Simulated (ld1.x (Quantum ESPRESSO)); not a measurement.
Configuration tests for Te (Z = 52) (RRKJ)

ld1.x (Quantum ESPRESSO) 7.5 input, shortened:

```
&input
   title='Te', zed=52., rel=2, dft='PBE', iswitch=3,
   config='[Kr] 4d10 5s1 5p5', rel_dist='average'
 /
 &inputp
   pseudotype=2, tm=.false., rho0=0.005, lloc=1,
   nlcc=.true., rcore=1.05
 /
2
5S  1  0   1.00   0.00  1.95  1.95  0.0
5P  2  1   5.00   0.00  1.60  1.60  0.0
 &test
   configts(1)='5s1 5p5'
 /
```

Open shells are filled in proportion to 2j + 1 (rel_dist='average').

Energies are relative to the spin-unpolarised reference configuration 5s1 5p5; without spin polarisation the order of configurations can differ from experiment. The p channel is local and has no spin–orbit splitting in the pseudo-atom.

Question: Give the all-electron excitation energy and the error of the potential for: 5s2 5p4; 5s2 5p3; 5s2 5p2; 5s2 5p3.5; 5s2 5p0; 5s0 5p6; 5s2 5p4.3.

Answer:

```
valence configuration  charge  ΔE all-electron (eV)  error AE − PS (meV)
              5s2 5p4       0                -9.220                  +42
              5s2 5p3      +1                 0.529                 +105
              5s2 5p2      +2                18.478                 +186
            5s2 5p3.5    +0.5                -5.312                  +70
              5s2 5p0      +4                81.925                 +226
              5s0 5p6       0                 9.410                  -52
            5s2 5p4.3    -0.3               -10.695                  +28
```

Levels in the configuration 5s0 5p6:

| level | all-electron (eV) | pseudo (eV) |
| --- | --- | --- |
| 5p j=1/2 | -7.619 | -6.992 |
| 5p j=3/2 | -6.751 | -6.992 |

Note: ghost state, extra bound levels that the all-electron valence spectrum of the same l lacks: s at -168.3 eV. A true bound ghost makes a file unfit for plane-wave use. The potential misses its own reference levels by up to 0.6 eV.
